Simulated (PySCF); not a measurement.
H3NOSi, H4NOSi, AlH4N2Si, ClH2NOSi and others (calculated)

All values are calculated (PySCF 2.14.0). Calculation on a computer-drawn molecule: the log of a Hartree-Fock and frozen-core CCSD(T) single point meant for a local Hartree-Fock minimum, with one planted fault or none, to be diagnosed. Offsets are logged minus clean, where the clean run is the same molecule without the fault. The reference is restricted for singlets and unrestricted otherwise, and also for a bond in bohr or an excited solution. Adding or removing an electron swaps singlet and doublet. The excited solution moves the top pair (singlet) or top alpha electron (doublet) to the lowest empty orbital. Highest occupied and lowest empty are orbital energies over both spins, largest force is the largest gradient component, triples share is (T) over the correlation energy, the T1 limit is 0.02 restricted and 0.045 unrestricted, electrons count all cores, a negative frequency is imaginary (commonest isotopes), and the dipole is about the centre of nuclear charge.

Common to all runs: meant charge 0; meant basis cc-pV(D+d)Z; logged SCF converged yes; logged CC converged yes; logged SCF stable within its kind yes; possible faults no fault, one electron removed, one electron added, multiplicity raised by two, geometry at a saddle point, SCF held on an excited solution, minimal basis STO-3G, one bond length entered in bohr, all coordinates scaled.

```json
{"entry": 1, "formula": "H3NOSi", "logged_structure": {"atoms_angstrom": [["N", 1.5893, -0.3717, 1.9793], ["Si", 0.6255, -1.4312, 1.1253], ["O", -0.8401, -1.6601, 1.3218], ["H", 2.5689, -0.2535, 1.8099], ["H", 1.24, 0.211, 2.7158], ["H", 1.4788, -2.1044, 0.1384]]}, "given": {"meant_multiplicity": 1, "logged_electrons": 33, "logged_basis_functions": 66, "logged_spin_squared": 0.7674, "logged_highest_occupied [eV]": 2.0948, "logged_lowest_empty [eV]": 9.225, "logged_largest_force [hartree/bohr]": 0.065506, "logged_T1_diagnostic": 0.016846, "logged_D1_diagnostic": 0.063704, "logged_triples_share": 0.0254, "logged_dipole_magnitude [debye]": 5.167, "logged_energy_HF [hartree]": -419.93475, "logged_energy_CCSD(T) [hartree]": -420.42369, "drawn_bonds_atom": [1, 2, 1, 1, 2], "drawn_bonds_other_atom": [2, 3, 4, 5, 6], "drawn_bonds_order": [1, 2, 1, 1, 1]}, "results": {"planted_fault": "one electron added", "HF_energy_offset_from_clean_run [kcal/mol]": 61.9, "CCSD(T)_energy_offset_from_clean_run [kcal/mol]": 58.69}, "notes": ["highest electron not bound in this basis"]}
{"entry": 2, "formula": "H4NOSi", "logged_structure": {"atoms_angstrom": [["N", 0.3167, 2.1973, -0.769], ["Si", -1.1915, 1.4571, -0.3851], ["O", -1.176, -0.1146, -0.8975], ["H", 1.1588, 1.8626, -0.3372], ["H", 0.3492, 3.1971, -0.8529], ["H", -2.221, 2.2731, -1.0854], ["H", -0.8211, -0.2871, -1.7589]]}, "given": {"meant_multiplicity": 2, "logged_electrons": 33, "logged_basis_functions": 71, "logged_spin_squared": 0.7542, "logged_highest_occupied [eV]": -8.3914, "logged_lowest_empty [eV]": 2.4346, "logged_largest_force [hartree/bohr]": 3.4052e-05, "logged_lowest_frequency [cm^-1]": 200.66, "logged_T1_diagnostic": 0.014443, "logged_D1_diagnostic": 0.058769, "logged_triples_share": 0.022411, "logged_dipole_magnitude [debye]": 2.1279, "logged_energy_HF [hartree]": -420.6114, "logged_energy_CCSD(T) [hartree]": -421.09131, "drawn_bonds_atom": [1, 2, 1, 1, 2, 3], "drawn_bonds_other_atom": [2, 3, 4, 5, 6, 7], "drawn_bonds_order": [1, 1, 1, 1, 1, 1]}, "results": {"planted_fault": "no fault", "HF_energy_offset_from_clean_run [kcal/mol]": 0.0, "CCSD(T)_energy_offset_from_clean_run [kcal/mol]": 0.0}}
{"entry": 3, "formula": "AlH4N2Si", "logged_structure": {"atoms_angstrom": [["N", 0.0209, 0.3563, 1.2512], ["Si", -0.1661, 0.5438, -0.4022], ["N", -0.4578, -0.5719, -1.4522], ["Al", -0.8865, -1.7306, -2.6846], ["H", -0.0409, -0.5298, 1.7138], ["H", 0.2172, 1.1157, 1.873], ["H", 0.0013, 1.9778, -0.6811], ["H", 0.2639, -2.5284, -3.4672]]}, "given": {"meant_multiplicity": 2, "logged_electrons": 45, "logged_basis_functions": 32, "logged_spin_squared": 0.9403, "logged_highest_occupied [eV]": -3.64, "logged_lowest_empty [eV]": 7.718, "logged_largest_force [hartree/bohr]": 0.039246, "logged_T1_diagnostic": 0.04709, "logged_D1_diagnostic": 0.2322, "logged_triples_share": 0.034298, "logged_dipole_magnitude [debye]": 1.6433, "logged_energy_HF [hartree]": -634.31777, "logged_energy_CCSD(T) [hartree]": -634.53842, "drawn_bonds_atom": [1, 2, 3, 1, 1, 2, 4], "drawn_bonds_other_atom": [2, 3, 4, 5, 6, 7, 8], "drawn_bonds_order": [1, 1, 2, 1, 1, 1, 1]}, "results": {"planted_fault": "minimal basis STO-3G", "HF_energy_offset_from_clean_run [kcal/mol]": 4887, "CCSD(T)_energy_offset_from_clean_run [kcal/mol]": 5076}, "notes": ["T1 above single-reference limit"]}
{"entry": 4, "formula": "ClH2NOSi", "logged_structure": {"atoms_angstrom": [["N", -3.1516, -0.5538, -2.3081], ["Si", -2.5002, -0.2289, -0.8186], ["O", -2.2891, -1.1776, 0.3109], ["Cl", -2.0198, 1.7391, -0.7807], ["H", -3.4629, -1.4746, -2.5514], ["H", -3.272, 0.1238, -3.034]]}, "given": {"meant_multiplicity": 1, "logged_electrons": 48, "logged_basis_functions": 30, "logged_spin_squared": 0.0, "logged_highest_occupied [eV]": -8.0972, "logged_lowest_empty [eV]": 7.5109, "logged_largest_force [hartree/bohr]": 0.026558, "logged_T1_diagnostic": 0.020446, "logged_D1_diagnostic": 0.084649, "logged_triples_share": 0.063824, "logged_dipole_magnitude [debye]": 3.3999, "logged_energy_HF [hartree]": -868.92799, "logged_energy_CCSD(T) [hartree]": -869.11241, "drawn_bonds_atom": [1, 2, 2, 1, 1], "drawn_bonds_other_atom": [2, 3, 4, 5, 6], "drawn_bonds_order": [1, 2, 1, 1, 1]}, "results": {"planted_fault": "minimal basis STO-3G", "HF_energy_offset_from_clean_run [kcal/mol]": 6331, "CCSD(T)_energy_offset_from_clean_run [kcal/mol]": 6605}, "notes": ["T1 above single-reference limit"]}
{"entry": 5, "formula": "ClFH2NSi", "logged_structure": {"atoms_angstrom": [["N", -2.0541, 0.1406, 1.1136], ["Si", -1.0781, -0.2479, -0.2169], ["F", 0.121, -1.1521, 0.3639], ["Cl", -2.1808, -1.3542, -1.5714], ["H", -2.9422, 0.5897, 0.9966], ["H", -1.6354, 0.3581, 1.9987]]}, "given": {"meant_multiplicity": 2, "logged_electrons": 49, "logged_basis_functions": 30, "logged_spin_squared": 0.7562, "logged_highest_occupied [eV]": -6.6809, "logged_lowest_empty [eV]": 4.7552, "logged_largest_force [hartree/bohr]": 0.020809, "logged_T1_diagnostic": 0.014944, "logged_D1_diagnostic": 0.087487, "logged_triples_share": 0.034309, "logged_dipole_magnitude [debye]": 3.9426, "logged_energy_HF [hartree]": -893.17561, "logged_energy_CCSD(T) [hartree]": -893.292, "drawn_bonds_atom": [1, 2, 2, 1, 1], "drawn_bonds_other_atom": [2, 3, 4, 5, 6], "drawn_bonds_order": [1, 1, 1, 1, 1]}, "results": {"planted_fault": "minimal basis STO-3G", "HF_energy_offset_from_clean_run [kcal/mol]": 6546, "CCSD(T)_energy_offset_from_clean_run [kcal/mol]": 6856}}
{"entry": 6, "formula": "FH3NOSi", "logged_structure": {"atoms_angstrom": [["N", -0.7147, -0.0232, 0.6229], ["Si", 0.2332, -0.3792, -0.7475], ["O", 1.2564, -1.6119, -0.4047], ["F", -0.6214, -0.9479, -1.9943], ["H", -1.2, -0.7713, 1.088], ["H", -1.2664, 0.8141, 0.635], ["H", 1.8249, -1.5174, 0.345]]}, "given": {"meant_multiplicity": 2, "logged_electrons": 41, "logged_basis_functions": 80, "logged_spin_squared": 3.7595, "logged_highest_occupied [eV]": -2.8504, "logged_lowest_empty [eV]": -0.49061, "logged_largest_force [hartree/bohr]": 0.06929, "logged_T1_diagnostic": 0.017226, "logged_D1_diagnostic": 0.063806, "logged_triples_share": 0.021115, "logged_dipole_magnitude [debye]": 3.3253, "logged_energy_HF [hartree]": -519.28954, "logged_energy_CCSD(T) [hartree]": -519.9208, "drawn_bonds_atom": [1, 2, 2, 1, 1, 3], "drawn_bonds_other_atom": [2, 3, 4, 5, 6, 7], "drawn_bonds_order": [1, 1, 1, 1, 1, 1]}, "results": {"planted_fault": "multiplicity raised by two", "HF_energy_offset_from_clean_run [kcal/mol]": 159.3, "CCSD(T)_energy_offset_from_clean_run [kcal/mol]": 173.5}}
{"entry": 7, "formula": "BH2NOSi", "logged_structure": {"atoms_angstrom": [["N", -1.6454, 0.6897, 0.3462], ["Si", -1.0301, -0.4402, -0.7603], ["B", 0.9427, 0.2184, -0.6503], ["O", 2.0781, 0.5706, -0.6103], ["H", -1.1516, 1.4058, 0.8451], ["H", -2.6228, 0.6943, 0.5746]]}, "given": {"meant_multiplicity": 1, "logged_electrons": 36, "logged_basis_functions": 75, "logged_spin_squared": 2.0079, "logged_highest_occupied [eV]": -7.6098, "logged_lowest_empty [eV]": -0.35306, "logged_largest_force [hartree/bohr]": 0.048335, "logged_T1_diagnostic": 0.02302, "logged_D1_diagnostic": 0.069884, "logged_triples_share": 0.032504, "logged_dipole_magnitude [debye]": 4.8286, "logged_energy_HF [hartree]": -444.08916, "logged_energy_CCSD(T) [hartree]": -444.61754, "drawn_bonds_atom": [1, 2, 3, 1, 1], "drawn_bonds_other_atom": [2, 3, 4, 5, 6], "drawn_bonds_order": [1, 1, 2, 1, 1]}, "results": {"planted_fault": "multiplicity raised by two", "HF_energy_offset_from_clean_run [kcal/mol]": 37.79, "CCSD(T)_energy_offset_from_clean_run [kcal/mol]": 55.13}}
{"entry": 8, "formula": "BH2NOSi", "logged_structure": {"atoms_angstrom": [["N", -1.6865, 0.707, 0.3549], ["Si", -1.0559, -0.4512, -0.7793], ["B", 0.9663, 0.2238, -0.6666], ["O", 2.1301, 0.5849, -0.6255], ["H", -1.1804, 1.441, 0.8663], ["H", -2.6884, 0.7117, 0.589]]}, "given": {"meant_multiplicity": 1, "logged_electrons": 36, "logged_basis_functions": 75, "logged_spin_squared": 0.0, "logged_highest_occupied [eV]": -9.6539, "logged_lowest_empty [eV]": 0.65953, "logged_largest_force [hartree/bohr]": 0.05088, "logged_T1_diagnostic": 0.022598, "logged_D1_diagnostic": 0.067072, "logged_triples_share": 0.034958, "logged_dipole_magnitude [debye]": 4.6435, "logged_energy_HF [hartree]": -444.14515, "logged_energy_CCSD(T) [hartree]": -444.70699, "drawn_bonds_atom": [1, 2, 3, 1, 1], "drawn_bonds_other_atom": [2, 3, 4, 5, 6], "drawn_bonds_order": [1, 1, 2, 1, 1]}, "results": {"planted_fault": "all coordinates scaled, by +2.5 %", "HF_energy_offset_from_clean_run [kcal/mol]": 2.655, "CCSD(T)_energy_offset_from_clean_run [kcal/mol]": -1.0}, "notes": ["T1 above single-reference limit"]}
```
